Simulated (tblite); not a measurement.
Isomers of C7H11FSi. Method: GFN2-xTB as coded in tblite; computed harmonic values from a numerical Hessian at the method's own geometry, unscaled. Against measured fundamentals such values can be off by several per cent, at times by over 20. Modes of hydrogen on silicon can be 10 to 20 % off. One conformer each.

Electronic energies: GFN2-xTB at the same geometries; isomer energies are rough at this level and their order can be wrong.

```tsv
SMILES	electronic energy, lowest = 0 (kJ/mol)
CC(C)C1=C[SiH2]C=C1F	28.2
C[C@@]1(F)C=CC=C1C[SiH3]	0.0
CC(C)C1=C[SiH2]C(F)=C1	37.8
C=C[Si@@H]1CC=C(CF)C1	97.0
```

**Question.** How do GFN2-xTB zero-point energies change the relative energies?

**Answer.** 
```csv
SMILES,ZPE (kJ/mol),of it from modes above 1550 cm⁻¹,electronic (kJ/mol),"with ZPE, lowest = 0 (kJ/mol)",lowest mode (cm⁻¹),rings
C[C@@]1(F)C=CC=C1C[SiH3],398.7,206.9,0.0,0.0,16,1
CC(C)C1=C[SiH2]C=C1F,408.2,210.0,28.2,37.7,53,1
CC(C)C1=C[SiH2]C(F)=C1,407.9,209.8,37.8,47.0,49,1
C=C[Si@@H]1CC=C(CF)C1,409.2,212.9,97.0,107.5,27,1
```

The zero-point energies span 10.5 kJ/mol, from `C[C@@]1(F)C=CC=C1C[SiH3]` to `C=C[Si@@H]1CC=C(CF)C1`. The order is unchanged.

**Question.** What do entropy and thermal enthalpy add at 298.15 K and 1 bar (rigid rotor, harmonic oscillator, one conformer each)?

**Answer.** 
| SMILES | point group | symmetry number | S (J/(mol K)) | H − H(0) (kJ/mol) | ZPE + H − H(0) − TS (kJ/mol) |
| --- | --- | --- | --- | --- | --- |
| CC(C)C1=C[SiH2]C=C1F | C1 | 1 | 412.7 | 29.94 | 315.1 |
| CC(C)C1=C[SiH2]C(F)=C1 | Cs | 1 | 417.7 | 30.47 | 313.8 |
| C=C[Si@@H]1CC=C(CF)C1 | C1 | 1 | 438.1 | 30.92 | 309.5 |

Not tabulated: `C[C@@]1(F)C=CC=C1C[SiH3]` (lowest mode only 16 cm⁻¹).
